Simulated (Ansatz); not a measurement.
`C=C[SiH](O)[SiH2]O`, relaxed with RKS PBE0-D4/def2-TZVP in Ansatz 0.2.0 from a GFN2-xTB geometry. The force threshold is 0.005 eV/Å; the program also tests the step.

The species carries charge 0 and has multiplicity 1.

Start:

```xyz
14

C    -0.146    0.211    2.227
C    -0.469   -0.810    1.448
Si    0.043   -0.972   -0.369
O    -1.140   -1.740   -1.203
Si    0.191    1.000   -1.517
O     1.516    1.673   -0.835
H    -0.450    0.281    3.261
H     0.448    1.031    1.857
H    -1.072   -1.604    1.878
H     1.232   -1.853   -0.351
H    -1.484   -2.586   -0.929
H    -0.933    1.942   -1.373
H     0.410    0.911   -2.970
H     1.854    2.516   -1.124
```

Task: How much energy does the relaxation release, and in how many steps? (An estimate is asked.)

Result: The calculation gave: 0.20 eV, in 24 steps, 2 of them rejected.

Task: Which bonds change most? (Estimate.)

Result: Computed: Si3–Si5 from 2.287 to 2.347 Å; C2–Si3 from 1.895 to 1.859 Å; Si5–O6 from 1.635 to 1.660 Å; Si5–H13 from 1.473 to 1.493 Å.

Task: Give the relaxed structure. (An estimate is asked.)

Result: The calculation gave: 
```xyz
14

C    -0.103    0.298    2.138
C    -0.387   -0.825    1.483
Si   -0.111   -1.051   -0.342
O    -1.450   -1.675   -1.096
Si    0.286    0.989   -1.434
O     1.447    1.813   -0.581
H    -0.252    0.392    3.211
H     0.303    1.171    1.634
H    -0.784   -1.665    2.054
H     1.024   -2.004   -0.539
H    -1.484   -2.624   -1.222
H    -0.972    1.788   -1.523
H     0.736    0.746   -2.838
H     1.746    2.648   -0.944
```
